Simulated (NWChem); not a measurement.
The numbers come from NWChem runs, not from measurements. System: tert-butylthiol (C$_{4}$H$_{10}$S), charge 0, spin multiplicity 1, at a geometry optimised with PBE0/def2-SVP. Level: LDA (SVWN5)/def2-SVP.

The NWChem input:

```
start mol
memory heap 200 mb stack 900 mb global 1100 mb
geometry units angstroms nocenter noautoz
  C      1.102779    -0.078596    -1.256715
  C      0.252458    -0.242487     0.000000
  C      1.102779    -0.078596     1.256715
  C     -0.444146    -1.602649     0.000000
  S     -1.116538     1.000619     0.000000
  H      1.892831    -0.848335    -1.286505
  H      0.489260    -0.174390    -2.164372
  H      1.594205     0.906589    -1.280935
  H      0.489260    -0.174390     2.164372
  H      1.892831    -0.848335     1.286505
  H      1.594205     0.906589     1.280935
  H     -1.076837    -1.727417     0.892088
  H     -1.076837    -1.727417    -0.892088
  H      0.309381    -2.406390     0.000000
  H     -0.326919     2.097566     0.000000
  symmetry group Cs
end
basis spherical
  * library def2-svp
end
dft
  xc slater vwn_5
  semidirect memsize 60000000 filesize 0
  iterations 100
end
task dft energy
```

Part of the output:

```
             Northwest Computational Chemistry Package (NWChem) 7.3.0
             --------------------------------------------------------

                                NWChem Input Module
                                -------------------

 Scaling coordinates for geometry "geometry" by  1.889725989
 (inverse scale =  0.529177249)

 Turning off AUTOSYM since
 SYMMETRY directive was detected!

                             Geometry "geometry" -> ""
                             -------------------------

 Output coordinates in angstroms (scale by  1.889725989 to convert to a.u.)

  No.       Tag          Charge          X              Y              Z
 ---- ---------------- ---------- -------------- -------------- --------------
    1 C                    6.0000     1.10277900    -0.07859600    -1.25671500
    2 C                    6.0000     0.25245800    -0.24248700     0.00000000
    3 C                    6.0000     1.10277900    -0.07859600     1.25671500
    4 C                    6.0000    -0.44414600    -1.60264900     0.00000000
    5 S                   16.0000    -1.11653800     1.00061900     0.00000000
    6 H                    1.0000     1.89283100    -0.84833500    -1.28650500
    7 H                    1.0000     0.48926000    -0.17439000    -2.16437200
    8 H                    1.0000     1.59420500     0.90658900    -1.28093500
    9 H                    1.0000     0.48926000    -0.17439000     2.16437200
   10 H                    1.0000     1.89283100    -0.84833500     1.28650500
   11 H                    1.0000     1.59420500     0.90658900     1.28093500
   12 H                    1.0000    -1.07683700    -1.72741700     0.89208800
   13 H                    1.0000    -1.07683700    -1.72741700    -0.89208800
   14 H                    1.0000     0.30938100    -2.40639000     0.00000000
   15 H                    1.0000    -0.32691900     2.09756600     0.00000000

 Effective nuclear repulsion energy (a.u.)     244.6832340561

            Nuclear Dipole moment (a.u.)
            ----------------------------
        X                 Y               Z
[...]
              MO Center= -9.3D-01,  9.1D-01,  1.1D-17, r^2= 2.0D+00
   Bfn.  Coefficient  Atom+Function         Bfn.  Coefficient  Atom+Function
  ----- ------------  ---------------      ----- ------------  ---------------
    69      0.653398   5 S  pz               66      0.445830   5 S  pz
    63      0.256772   5 S  pz                3      0.138532   1 C  s
    31     -0.138532   3 C  s                20     -0.092714   2 C  pz
     4     -0.089368   1 C  px               32      0.089368   3 C  px
    76     -0.087897   6 H  s                96      0.087897  10 H  s

 Vector   26  Occ=0.000000D+00  E=-1.017918D-02  Symmetry=a'
              MO Center= -3.0D-01,  8.2D-01,  3.5D-15, r^2= 5.0D+00
   Bfn.  Coefficient  Atom+Function         Bfn.  Coefficient  Atom+Function
  ----- ------------  ---------------      ----- ------------  ---------------
    17      0.943978   2 C  s                68      0.815112   5 S  py
   121     -0.712116  15 H  s                86     -0.416481   8 H  s
   101     -0.416481  11 H  s                 3      0.410546   1 C  s
    31      0.410546   3 C  s                45      0.375419   4 C  s
    21     -0.327546   2 C  px              106     -0.305730  12 H  s

 Vector   27  Occ=0.000000D+00  E= 2.687786D-02  Symmetry=a'
              MO Center=  4.5D-01, -2.0D-01,  1.2D-14, r^2= 6.1D+00
   Bfn.  Coefficient  Atom+Function         Bfn.  Coefficient  Atom+Function
  ----- ------------  ---------------      ----- ------------  ---------------
    60      0.741956   5 S  s                17     -0.694775   2 C  s
    67      0.690718   5 S  px                3      0.679273   1 C  s
    31      0.679273   3 C  s               116     -0.682292  14 H  s
    76     -0.671498   6 H  s                96     -0.671498  10 H  s
    45      0.622468   4 C  s               121     -0.435387  15 H  s

 Vector   28  Occ=0.000000D+00  E= 4.478077D-02  Symmetry=a'
              MO Center=  1.2D-01,  2.1D-01, -8.3D-16, r^2= 7.3D+00
   Bfn.  Coefficient  Atom+Function         Bfn.  Coefficient  Atom+Function
  ----- ------------  ---------------      ----- ------------  ---------------
   121      0.945133  15 H  s                 3      0.811333   1 C  s
    31      0.811333   3 C  s                60     -0.766636   5 S  s
    45      0.754181   4 C  s                81     -0.601524   7 H  s
    91     -0.601524   9 H  s                76     -0.561637   6 H  s
    96     -0.561637  10 H  s                67     -0.527941   5 S  px

 center of mass
 --------------
 x =  -0.11972010 y =   0.08261308 z =  -0.00000000

 moments of inertia (a.u.)
 ------------------
         494.815378484689          99.744210585671          -0.000000000000
          99.744210585671         509.869026612319           0.000000000000
          -0.000000000000           0.000000000000         607.626595724452

     Multipole analysis of the density
     ---------------------------------

     L   x y z        total         alpha         beta         nuclear
     -   - - -        -----         -----         ----         -------
     0   0 0 0     -0.000000    -25.000000    -25.000000     50.000000

     1   1 0 0      0.582278      0.291147      0.291147     -0.000015
     1   0 1 0     -0.151072     -0.075541     -0.075541      0.000011
     1   0 0 1     -0.000000     -0.000000     -0.000000     -0.000000

     2   2 0 0    -31.748917   -107.570593   -107.570593    183.392268
     2   1 1 0      1.001250     24.094127     24.094127    -47.187004
     2   1 0 1     -0.000000     -0.000000     -0.000000      0.000000
     2   0 2 0    -28.537260   -105.616554   -105.616554    182.695847
     2   0 1 1     -0.000000     -0.000000     -0.000000      0.000000
     2   0 0 2    -31.162531    -80.761090    -80.761090    130.359648

 Task  times  cpu:        5.6s     wall:        5.6s

 Total times  cpu:        5.6s     wall:        5.6s
```
